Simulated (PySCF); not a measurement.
2-methylidenethietane (C₄H₆S), SMILES C=C1CCS1.

Geometry: B3LYP-D3(BJ)/def2-SVP.

Level of theory: PBE/def2-TZVP (PySCF).

Symmetry labels are those of the subgroup Cs that the program uses (full group Cs).

Computed valence orbital energies around the gap with their symmetry:
```tsv
orbital	symmetry	energy (eV)
HOMO−7	A'	-11.40
HOMO−6	A'	-10.96
HOMO−5	A"	-9.23
HOMO−4	A'	-8.89
HOMO−3	A'	-8.69
HOMO−2	A"	-7.27
HOMO−1	A'	-7.25
HOMO	A"	-5.04
LUMO	A'	-1.15
LUMO+1	A"	-0.81
LUMO+2	A'	0.52
LUMO+3	A'	0.71
```
